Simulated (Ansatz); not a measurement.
Reaction (ligand exchange at the Hf–I bond): `[F][Hf]([F])([I])[I]` + H–F → `[F][Hf]([F])([F])[I]` + HI

Program: Ansatz. Geometries: PBE0-D4/def2-TZVP. ΔE: electronic, gas phase. CCSD(T)/CBS adds triple-zeta CCSD(T) − MP2 to the extrapolated MP2 energy (def2 sets, frozen cores). This one scheme is used for every species. DFT in def2-TZVPP. def2 core potentials past Kr. For Hf, I outer-core shells are correlated without core-valence functions, which leaves a few kJ/mol of doubt a bond.

`[F][Hf]([F])([I])[I]`:

```xyz
5

F    -0.815   -0.557   -1.722
Hf    0.064    0.003   -0.156
F     1.782    0.597   -0.639
I    -1.308    2.036    0.968
I     0.277   -2.078    1.549
```

H–F:

Z-matrix (Å, degrees):
```
F
H 1 0.920
```

`[F][Hf]([F])([F])[I]`:

Z-matrix (Å, degrees):
```
Hf
F 1 1.888
F 1 1.888 2 108.6
I 1 2.711 2 110.3 3 121.0
F 1 1.888 2 108.6 3 -117.9
```

HI:

```xyz
2

I     0.261   -0.122   -0.752
H    -0.261    0.122    0.752
```

```json
{"level": "ωB97X-V", "ΔE (kcal/mol)": "-10.3"}
{"level": "ωB97M-V", "ΔE (kcal/mol)": "-9.2"}
```

**Question.** What does CCSD(T)/CBS give? (Best estimate.)

**Answer.** Computed: -5.4 kcal/mol. The listed levels differ from it by -4.9, -3.8 kcal/mol.

**Question.** What do rigid-rotor, harmonic-oscillator terms from PBE0-D4/def2-TZVP frequencies (298.15 K, 1 bar) make of the CCSD(T)/CBS value? (Best estimate.)

**Answer.** Computed: ΔZPE = -1.7 kcal/mol, ΔH = -7.6 kcal/mol, ΔS = -2 J/(mol·K), ΔG = -7.4 kcal/mol. Modes under 50 cm⁻¹ make the entropy rough.

Largest T1 diagnostic among the species: 0.015.

From BLYP to BHLYP (50 % exact exchange), in def2-TZVPP and without D4, ΔE moves by +3.2 kcal/mol. The D4 term adds +1.8 kcal/mol with B3LYP and +1.0 kcal/mol with PBE0; it sums over pairs of atoms, weighted by their polarisabilities, and B3LYP, whose exchange is more repulsive, gets the larger term. At CCSD(T), def2-SVP lies −7.8 kcal/mol from the extrapolated value and def2-TZVPP −1.1 kcal/mol.

B3LYP here is the variant with VWN-RPA as its local correlation; programs differ in this.
